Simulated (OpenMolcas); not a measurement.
## Al+: effect of the active space

```json
{
  "Program": "OpenMolcas",
  "Method": "MS-CASPT2 or its RAS form, IPEA 0.25 Eh, imaginary shift 0.1 Eh",
  "Basis": "ANO-RCC-VQZP",
  "Scalar Hamiltonian": "DKH2, point nucleus",
  "Spin-orbit coupling": "state interaction with AMFI integrals over the reference wave functions, term energies averaged over their components"
}
```

A. 2 electrons in 4 orbitals (3s 3p); 2S+1 = 3 even, 3 roots; 2S+1 = 1 even, 7 roots; 2S+1 = 3 odd, 3 roots; 2S+1 = 1 odd, 3 roots; closed shells correlated: 2s 2p; CASPT2 step of the order of 1.7 core-seconds
B. 2 electrons in 8 orbitals (3s 3p 4s 4p); 2S+1 = 3 even, 3 roots; 2S+1 = 1 even, 7 roots; 2S+1 = 3 odd, 3 roots; 2S+1 = 1 odd, 3 roots; closed shells correlated: 2s 2p; CASPT2 step about 4 core-seconds
C. 2 electrons in 9 orbitals (RAS2 3s 3p; RAS3 3d, at most 2 electrons); 2S+1 = 3 even, 3 roots; 2S+1 = 1 even, 7 roots; 2S+1 = 3 odd, 3 roots; 2S+1 = 1 odd, 3 roots; closed shells correlated: 2s 2p; CASPT2 step about 5 core-seconds

Energies in cm-1 above 3s2 1S0, the measured ground level; measured values from NIST Handbook of Basic Atomic Spectroscopic Data.

| Level | A | B | C | Measured |
| --- | --- | --- | --- | --- |
| 3s2 1S0 | 0.0 | 0.0 | 0.0 | 0.0 |
| 3s 3p 3P* 0 | 37130 | 37140 | 37060 | 37393 |
| 3s 3p 3P* 1 | 37180 | 37190 | 37110 | 37454 |
| 3s 3p 3P* 2 | 37280 | 37290 | 37210 | 37578 |
| 3s 3p 1P* 1 | 61500 | 60960 | 59810 | 59852 |

Deviations, from unrounded energies. A percentage is the sum of absolute deviations over the sum of measured energies, with the sign that they share, or ± where signs differ.

```csv
Against measurement,Levels,A,B,C
mean absolute deviation (cm-1),4,620,480,270
other configurations (%),4,±1.4,±1.1,-0.6
```

C lies closest to measurement on these levels and A furthest from it. The largest miss of C in the table is 3s 3p 3P* 2, by -370 cm-1. The ranking rests on the paired levels alone, and a cruder setting can come out closer through cancelling errors.

Among A to C the level of the table that moves most is 3s 3p 1P* 1, by 1700 cm-1 (lowest in C, highest in A). Moves below CASPT2's spread within the term are not significant.

Over all roots computed the reference weight is 0.91 to 0.98 in A, 0.89 to 0.99 in B; the roots of lowest weight are the least certain, and an intruder state may touch them. The run also gave levels led by 3s 4s, which use shells meant for correlation; these and all levels above them are left out (holds for B). Active for correlation alone: 3d; no level in the range computed is led by a configuration that fills it, so any true level of that kind is missing (holds for C). Computed and measured levels are paired by configuration, term and J; levels that our copy of the source lacks, or whose pairing is in doubt (as where it misses far off the trend of its configuration), stay unpaired and out of the deviations. Levels of configurations outside the active space are missing. The table leaves out levels that lie high or whose names do not pair safely across all columns.

* marks odd parity.
